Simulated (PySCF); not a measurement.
## Working with the constants of KN⁻

ROHF-CCSD(T) constants of KN⁻, ⁴Σ⁻ (quartet), unpaired electrons σ ↑, π ↑↑ (K def2-SVPD, N def2-SVPD; no relativity (PySCF 2.14); masses 38.9637 and 14.0031 u):

- ωe: 257.4 cm⁻¹
- ωexe: 2.45 cm⁻¹
- Be: 0.21979 cm⁻¹
- αe: 0.00271 cm⁻¹
- D (centrifugal): 6.41e-07 cm⁻¹
- De to K⁻ + N: 0.305 eV

Q: Give the vibrational terms G(v) and spacings up to v = 6.

A: G(v) = ωe(v+½) − ωexe(v+½)².

```csv
v,G(v) (cm⁻¹),G(v) − G(v−1),Bv (cm⁻¹)
0,128,,0.2184
1,381,252,0.2157
2,628,248,0.2130
3,871,243,0.2103
4,1109,238,0.2076
5,1342,233,0.2049
6,1570,228,0.2022
```

Correlated steps freeze 6 core orbitals. The bond is weak. Basis-set superposition, not corrected here, can be much of De in a small basis, most of all at correlated wavefunction levels. For an ion De counts to the pair picked by the measured ionisation energies or electron affinities, which need not be the lowest pair at this level. The state was picked by a PBE0 search and need not be the measured ground state.
